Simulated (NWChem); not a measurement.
Species: TeCl3 cation; SMILES Cl[Te+](Cl)Cl

Computed with NWChem. Each level has its own optimisation; frequencies are unscaled.

For level Hartree-Fock/STO-3G (all-electron, non-relativistic):

- r Cl–Te (Å): 2.364
- highest harmonic frequency (cm⁻¹): 443
- lowest (cm⁻¹): 136

Estimate the same quantities for level B3LYP/3-21G (all-electron, non-relativistic).

r Cl–Te (Å): 2.453
highest harmonic frequency (cm⁻¹): 336
lowest (cm⁻¹): 104
